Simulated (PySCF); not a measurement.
The complex [Nb(NH3)4]3+ (charge +3) contains Nb(III), shell d2. The structure is a model geometry with rigid ligands and bond lengths from ionic radii, not a minimum; coordination tetrahedral, point group Td, metal–donor distances 2.03 Å.

The d shell alone is too small an active space for [Nb(NH3)4]3+ (an active orbital has only 0.64 squared overlap with the free ion's shell): its levels, fitted parameters, g values and moments show what this model gives and aren't sound predictions.

Method (PySCF 2.14, density fitting): CASSCF(2,5) with orbitals averaged over all microstates of the shell, strongly contracted NEVPT2 on the averaged canonical orbitals; basis x2c-TZVPall on the metal, x2c-SVPall elsewhere; spin-free X2C; gas phase; spin-orbit coupling by state interaction with the mean-field operator over all roots.

CASSCF energies above the lowest CASSCF root:

```json
{"state": "3A2", "CASSCF / cm⁻¹": "0"}
{"state": "1E", "CASSCF / cm⁻¹": "10359"}
{"state": "3T2", "CASSCF / cm⁻¹": "15080"}
{"state": "1A1", "CASSCF / cm⁻¹": "18943"}
{"state": "3T1", "CASSCF / cm⁻¹": "20072"}
{"state": "1T2", "CASSCF / cm⁻¹": "24166"}
{"state": "1T1", "CASSCF / cm⁻¹": "24990"}
{"state": "3T1", "CASSCF / cm⁻¹": "31236"}
{"state": "1E", "CASSCF / cm⁻¹": "35141"}
{"state": "1T2", "CASSCF / cm⁻¹": "41231"}
{"state": "1A1", "CASSCF / cm⁻¹": "52866"}
```

**Question.** How does dynamic correlation (SC-NEVPT2) move these states?

**Answer.** 
```tsv
state	NEVPT2 / cm⁻¹	shift / cm⁻¹
3A2	0	0
1E	8447	-1911
3T2	15192	+112
1A1	15780	-3163
3T1	19033	-1039
1T2	22666	-1500
1T1	23261	-1729
3T1	30744	-492
1E	34000	-1140
1T2	38536	-2695
1A1	47562	-5304
```

The geometry is a model, and the complex may not exist in this form. NEVPT2 on the d shell alone tends to put d–d bands too high for such charged or covalently bound ions.
